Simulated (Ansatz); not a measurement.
## Telling isomers of CH6GeSi+ apart by their spectra

These gas-phase data were calculated for one isomer of CH6GeSi+ at B3LYP-D3(BJ)/def2-SVP (harmonic, unscaled wavenumbers; equilibrium rotational constants with average atomic masses):

| Item | Value |
| --- | --- |
| rotational constants | 19.14, 2.18, 1.981 GHz |
| all wavenumbers above 1500 cm⁻¹ | 3155, 3103, 3020, 2291, 2223, 2183 |

Candidates:

(1) the doublet with the links of `[CH3][GeH][SiH2+]`
(2) the doublet with the links of `C[SiH+][GeH2]`

Question: Which candidate do the data belong to?

Answer: Candidate (2). 2 modes lie between 1900 and 2250 cm⁻¹, one for each Ge–H bond, while (1) has 1.

The same quantities for all candidates:

```
     rotational constants (GHz)         wavenumbers above 1500 cm⁻¹  E above the lowest, B3LYP-D3(BJ)/def2-SVP (kcal/mol)
(1)          14.77, 2.88, 2.448  3177, 3130, 3035, 2325, 2276, 2180                                                   3.1
(2)          19.14, 2.18, 1.981  3155, 3103, 3020, 2291, 2223, 2183                                                   0.0
```

Harmonic stretches to hydrogen usually lie a few per cent above observed fundamentals. Each candidate is one conformer. Open shells are spin-unrestricted. Programs: Ansatz 0.2.0.
